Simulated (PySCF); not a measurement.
Compound: C3H6NPSn.
Atom-mapped SMILES: `[SnH3:1][n:2]1[cH:3][cH:4][p:5][cH:6]1` (hydrogens: H7, H8, H9 on Sn1; H10 on C3; H11 on C4; H12 on C6)

A GFN2-xTB structure was refined with PBE0-D3(BJ)/def2-SVP geometry optimisation, gas phase, def2 core potentials past Kr in PySCF 2.14.0. Its GFN2-xTB values:

| coordinate | GFN2-xTB |
| --- | --- |
| Sn1–N2 | 2.070 Å |
| Sn1–H7 | 1.634 Å |
| N2–C3 | 1.372 Å |
| N2–C6 | 1.348 Å |
| C3–C4 | 1.305 Å |
| C3–H10 | 1.083 Å |
| C4–P5 | 1.769 Å |
| C4–H11 | 1.106 Å |
| P5–C6 | 1.708 Å |
| C6–H12 | 1.087 Å |
| Sn1–N2–C3 | 125.6° |
| Sn1–N2–C6 | 123.3° |
| N2–C3–C4 | 113.9° |
| N2–C6–P5 | 115.2° |
| C3–N2–C6 | 111.0° |
| C3–C4–P5 | 113.3° |
| C4–P5–C6 | 86.6° |

How do these coordinates change at the PBE0-D3(BJ)/def2-SVP level?

```csv
coordinate,PBE0-D3(BJ)/def2-SVP (Å or °),change
Sn1–H7,1.704,+0.070
C3–C4,1.372,+0.067
Sn1–N2,2.089,+0.019
P5–C6,1.727,+0.019
C4–H11,1.091,-0.015
N2–C6,1.363,+0.015
C3–H10,1.092,+0.009
C6–H12,1.092,+0.005
C4–P5,1.770,+0.001
N2–C3,1.371,-0.001
Sn1–N2–C3,123.5,-2.1
C4–P5–C6,88.4,+1.8
C3–C4–P5,111.6,-1.7
C3–N2–C6,112.5,+1.5
N2–C6–P5,114.0,-1.2
Sn1–N2–C6,123.8,+0.5
N2–C3–C4,113.4,-0.5
```

The energy falls by 20.6 kJ/mol over 7 energy and gradient evaluations, the largest force component goes from 0.0858 to 3.3e-04 Eh/bohr, and the atoms move by 0.037 Å rms after alignment. The bond that changes most is Sn1–H7 (ends: tin bonded to N and 3 H; hydrogen on tin), which lengthens by 0.070 Å. Bonds longer at the end by more than 0.005 Å: 9 of 12; shorter: 1. Rotational constants go from 6566, 710.2, 647.2 to 6440, 697.3, 635.7 MHz.

The run used 130 basis functions and 52 SCF cycles in all. Hardware: one thread of an Arm Neoverse V1, shared host with 32 logical CPUs at a one-minute load of 10. Cost: 58 s of wall time, 0.56 GiB resident at most.

PBE0-D3(BJ)/def2-SVP frequencies: not computed here.
